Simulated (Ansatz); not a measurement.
Consider the hydrogenolysis of a Ge–Cl bond: `[CH3][Ge]([NH2])([F])[Cl]` + H₂ → `[CH3][GeH]([NH2])[F]` + HCl.

Program: Ansatz. Geometries: PBE0-D4/def2-TZVP. ΔE: electronic, gas phase. CCSD(T)/CBS adds triple-zeta CCSD(T) − MP2 to the extrapolated MP2 energy (def2 sets, frozen cores). This one scheme is used for every species. Functionals use def2-TZVPP. B3LYP here is the variant with VWN-RPA as its local correlation; programs differ in this. HSE06 is defined as in plane-wave codes. For Ge outer-core shells are correlated without core-valence functions, which leaves a few kJ/mol of doubt a bond. Scalar relativity is left out up to krypton. One conformer a species, not always the lowest.

```tsv
level	ΔE (kcal/mol)	difference from CCSD(T)/CBS
LDA (SPW92)	14.1	-1.2
PBE-D4	16.1	0.8
BLYP-D4	16.6	1.3
r2SCAN-D4	17.3	2.0
B97M-V	15.6	0.3
PBE0-D4	15.8	0.5
B3LYP-D4	16.1	0.8
r2SCANh-D4	17.1	1.8
r2SCAN0-D4	16.7	1.4
HSE06-D4	15.9	0.6
BHLYP-D4	16.0	0.7
CAM-B3LYP-D4	14.7	-0.6
ωB97X-V	15.5	0.2
ωB97M-V	15.8	0.5
B2PLYP	15.1	-0.2
PBE-QIDH	15.7	0.4
PBE	14.8	-0.5
revPBE	14.6	-0.7
r2SCAN	17.0	1.7
PBE0	14.6	-0.7
r2SCANh	16.7	1.4
r2SCAN0	16.3	1.0
HSE06	14.7	-0.6
BHLYP	14.0	-1.3
CAM-B3LYP	13.4	-1.9
LC-ωPBE	13.4	-1.9
RPA@PBE/def2-TZVPP	14.1	-1.2
HF/def2-SVP	12.0	-3.3
MP2/def2-SVP	15.1	-0.2
CCSD/def2-SVP	12.6	-2.7
CCSD(T)/def2-SVP	13.2	-2.1
HF/def2-TZVPP	13.7	-1.6
MP2/def2-TZVPP	17.0	1.7
SCS-MP2/def2-TZVPP	15.8	0.5
CCSD/def2-TZVPP	14.2	-1.1
CCSD(T)/def2-TZVPP	15.1	-0.2
HF/def2-QZVPP	13.6	-1.7
MP2/def2-QZVPP	17.1	1.8
HF/CBS(def2)	13.6	-1.7
MP2/CBS(def2)	17.2	1.9
CCSD(T)/CBS	15.3	0
```

Problem. What do rigid-rotor, harmonic-oscillator terms from PBE0-D4/def2-TZVP frequencies (298.15 K, 1 bar) make of the CCSD(T)/CBS value? (Estimate.)

Solution. The calculation gave: ΔZPE = +2.1 kcal/mol, ΔH = +16.5 kcal/mol, ΔS = 19 J/(mol·K), ΔG = +15.1 kcal/mol.

Largest T1 diagnostic among the species: 0.011.

In def2-TZVPP, CCSD(T) changes the Hartree–Fock value by +1.4 kcal/mol (the triples alone add +0.9 kcal/mol) and MP2 by +3.3 kcal/mol. The D4 term adds +2.2 kcal/mol with B3LYP and +1.2 kcal/mol with PBE0; it sums over pairs of atoms, weighted by their polarisabilities, and B3LYP, whose exchange is more repulsive, gets the larger term.
